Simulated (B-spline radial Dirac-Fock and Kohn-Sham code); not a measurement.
## Cd⁺: scattering cross sections and density moments

System: Cd⁺, [Kr] 4d9 5s2 (an excited configuration).

These are calculated numbers from an atomic code on a B-spline grid; the model is relativistic Hartree-Fock (Dirac-Fock) wave functions, averaged over the configuration.

```
Sum of ⟨r⟩                          : 30.93 bohr
Sum of ⟨r²⟩                         : 42.37 bohr²
Sum of ⟨1/r⟩                        : 282.29 per bohr
Langevin diamagnetic susceptibility : -33.6 × 10⁻⁶ cm³/mol
Lamb shielding (α²/3)Σ⟨1/r⟩         : 5011 ppm
```

Coherent scattering is the Thomson cross section weighted by f₀², without anomalous dispersion; incoherent scattering is Klein-Nishina weighted by S. The Lamb formula is the non-relativistic shielding expression. Electron correlation is left out.

```csv
hν (keV),coherent (b),incoherent (b),incoherent per electron (b)
1,1411,0.8069,0.0172
8.0478,581.9,9.441,0.201
20,218.8,16.27,0.346
30,123.1,18.76,0.399
50,56.86,20.76,0.442
100,17.45,20.77,0.442
200,4.993,18.25,0.388
1000,0.2208,9.878,0.210
```

Incoherent scattering overtakes coherent scattering between 50 and 100 keV.
